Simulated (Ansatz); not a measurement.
Isolated molecules relaxed with PBE0-D4/def2-TZVP in Ansatz; ΔE leaves out vibrations. CBS: MP2 limit from def2 TZ/QZ plus the TZ coupled-cluster correction, frozen cores. DFT in def2-TZVPP. B3LYP here is the variant with VWN-RPA as its local correlation; programs differ in this. HSE06 is defined as in plane-wave codes. Each species was taken in one conformer, which may not be the lowest.

`CCCC#N` + `CN([SiH3])[SiH3]` → `C[SiH2]N(C)[SiH3]` + `CCC#N`  (formal exchange of groups at a C–C bond)

```json
{"level": "LDA (SPW92)", "ΔE (kcal/mol)": "-10.3", "difference from CCSD(T)/CBS": "0.4"}
{"level": "PBE-D4", "ΔE (kcal/mol)": "-11.1", "difference from CCSD(T)/CBS": "-0.4"}
{"level": "BLYP-D4", "ΔE (kcal/mol)": "-11.0", "difference from CCSD(T)/CBS": "-0.3"}
{"level": "r2SCAN-D4", "ΔE (kcal/mol)": "-11.5", "difference from CCSD(T)/CBS": "-0.8"}
{"level": "B97M-V", "ΔE (kcal/mol)": "-11.5", "difference from CCSD(T)/CBS": "-0.8"}
{"level": "PBE0-D4", "ΔE (kcal/mol)": "-11.0", "difference from CCSD(T)/CBS": "-0.3"}
{"level": "B3LYP-D4", "ΔE (kcal/mol)": "-11.0", "difference from CCSD(T)/CBS": "-0.3"}
{"level": "r2SCANh-D4", "ΔE (kcal/mol)": "-11.5", "difference from CCSD(T)/CBS": "-0.8"}
{"level": "HSE06-D4", "ΔE (kcal/mol)": "-11.0", "difference from CCSD(T)/CBS": "-0.3"}
{"level": "BHLYP-D4", "ΔE (kcal/mol)": "-10.8", "difference from CCSD(T)/CBS": "-0.1"}
{"level": "CAM-B3LYP-D4", "ΔE (kcal/mol)": "-10.6", "difference from CCSD(T)/CBS": "0.1"}
{"level": "ωB97X-V", "ΔE (kcal/mol)": "-10.4", "difference from CCSD(T)/CBS": "0.3"}
{"level": "ωB97M-V", "ΔE (kcal/mol)": "-11.1", "difference from CCSD(T)/CBS": "-0.4"}
{"level": "PBE-QIDH", "ΔE (kcal/mol)": "-10.6", "difference from CCSD(T)/CBS": "0.1"}
{"level": "PBE", "ΔE (kcal/mol)": "-10.8", "difference from CCSD(T)/CBS": "-0.1"}
{"level": "revPBE", "ΔE (kcal/mol)": "-10.8", "difference from CCSD(T)/CBS": "-0.1"}
{"level": "BLYP", "ΔE (kcal/mol)": "-10.5", "difference from CCSD(T)/CBS": "0.2"}
{"level": "r2SCAN", "ΔE (kcal/mol)": "-11.4", "difference from CCSD(T)/CBS": "-0.7"}
{"level": "PBE0", "ΔE (kcal/mol)": "-10.7", "difference from CCSD(T)/CBS": "0.0"}
{"level": "B3LYP", "ΔE (kcal/mol)": "-10.4", "difference from CCSD(T)/CBS": "0.3"}
{"level": "r2SCANh", "ΔE (kcal/mol)": "-11.3", "difference from CCSD(T)/CBS": "-0.6"}
{"level": "r2SCAN0", "ΔE (kcal/mol)": "-11.2", "difference from CCSD(T)/CBS": "-0.5"}
{"level": "HSE06", "ΔE (kcal/mol)": "-10.7", "difference from CCSD(T)/CBS": "0.0"}
{"level": "BHLYP", "ΔE (kcal/mol)": "-10.1", "difference from CCSD(T)/CBS": "0.6"}
{"level": "CAM-B3LYP", "ΔE (kcal/mol)": "-10.2", "difference from CCSD(T)/CBS": "0.5"}
{"level": "LC-ωPBE", "ΔE (kcal/mol)": "-10.8", "difference from CCSD(T)/CBS": "-0.1"}
{"level": "RPA@PBE/def2-TZVPP", "ΔE (kcal/mol)": "-9.2", "difference from CCSD(T)/CBS": "1.5"}
{"level": "HF/def2-SVP", "ΔE (kcal/mol)": "-7.9", "difference from CCSD(T)/CBS": "2.8"}
{"level": "MP2/def2-SVP", "ΔE (kcal/mol)": "-8.1", "difference from CCSD(T)/CBS": "2.6"}
{"level": "CCSD/def2-SVP", "ΔE (kcal/mol)": "-7.5", "difference from CCSD(T)/CBS": "3.2"}
{"level": "HF/def2-TZVPP", "ΔE (kcal/mol)": "-9.1", "difference from CCSD(T)/CBS": "1.6"}
{"level": "MP2/def2-TZVPP", "ΔE (kcal/mol)": "-10.7", "difference from CCSD(T)/CBS": "0.0"}
{"level": "SCS-MP2/def2-TZVPP", "ΔE (kcal/mol)": "-9.9", "difference from CCSD(T)/CBS": "0.8"}
{"level": "CCSD/def2-TZVPP", "ΔE (kcal/mol)": "-10.1", "difference from CCSD(T)/CBS": "0.6"}
{"level": "CCSD(T)/def2-TZVPP", "ΔE (kcal/mol)": "-10.3", "difference from CCSD(T)/CBS": "0.4"}
{"level": "HF/def2-QZVPP", "ΔE (kcal/mol)": "-9.1", "difference from CCSD(T)/CBS": "1.6"}
{"level": "MP2/def2-QZVPP", "ΔE (kcal/mol)": "-10.9", "difference from CCSD(T)/CBS": "-0.2"}
{"level": "HF/CBS(def2)", "ΔE (kcal/mol)": "-9.1", "difference from CCSD(T)/CBS": "1.6"}
{"level": "MP2/CBS(def2)", "ΔE (kcal/mol)": "-11.1", "difference from CCSD(T)/CBS": "-0.4"}
{"level": "CCSD/CBS(def2)", "ΔE (kcal/mol)": "-10.5", "difference from CCSD(T)/CBS": "0.2"}
{"level": "CCSD(T)/CBS", "ΔE (kcal/mol)": "-10.7", "difference from CCSD(T)/CBS": "0"}
```

Largest T1 diagnostic among the species: 0.012.

In def2-TZVPP, CCSD(T) changes the Hartree–Fock value by −1.2 kcal/mol (the triples alone add −0.2 kcal/mol) and MP2 by −1.6 kcal/mol. At CCSD(T), def2-SVP lies +3.2 kcal/mol from the extrapolated value and def2-TZVPP +0.4 kcal/mol.
